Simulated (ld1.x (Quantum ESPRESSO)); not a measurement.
# What one change does to a pseudopotential (Al, TM)

Al (Z = 13), norm-conserving Troullier–Martins (Kleinman–Bylander form), made with ld1.x (Quantum ESPRESSO) 7.5 (revPBE, scalar-relativistic). Core [Ne], reference 3s2 3p1. Waves: 3p (bound): rc 2.20 bohr; 3d channel at 0.45 Ry: rc 2.40 bohr; 3s (bound): rc 1.65 bohr. Local part: the s channel. Core correction: Bessel-smoothed model core inside 1.35 bohr.

Change: wave 3p (bound): rc 2.20 bohr becomes 3p (bound): rc 2.78 bohr.

Cutoffs: the cutoffs (Ry, on a coarse ladder) from which the occupation-weighted sum of valence levels, in a spherical-Bessel basis at the reference potential, stays within 10 and 1 mRy of its value at 400 Ry; they do not see the model core or the augmentation charge, which bear on the density cutoff. Errors are all-electron minus pseudo energies relative to the spin-unpolarised reference configuration.

**Question.** Predict the effect on cutoff, ghosts and configuration errors.

**Answer.** The potential gets neither clearly harder nor softer (10 Ry and 30 Ry → 10 Ry and 30 Ry); of the 7 tests that both files solve, the error grows in 0 and shrinks in 2 by more than 15 % and 0.3 meV (median size 1.6 → 1.0 meV); neither file shows a bound ghost.

```tsv
quantity	base	changed
cutoff, loose	10 Ry	10 Ry
cutoff, tight	30 Ry	30 Ry
bound ghosts	none	none
error for 3s2 3p0, meV [ΔE 5.75 eV]	+1.1	+0.9
error for 3s1 3p0, meV [ΔE 24.90 eV]	+13	+12
error for 3s2 3p0.5, meV [ΔE 2.08 eV]	+0.2	+0.2
error for 3s1 3p1, meV [ΔE 11.53 eV]	+5.1	+5.6
error for 3s1 3p2, meV [ΔE 5.11 eV]	-1.6	-1.0
error for 3s0 3p3, meV [ΔE 10.38 eV]	-5.6	-3.2
error for 3s2 3p1.3, meV [ΔE -0.57 eV]	+0.1	+0.1
```
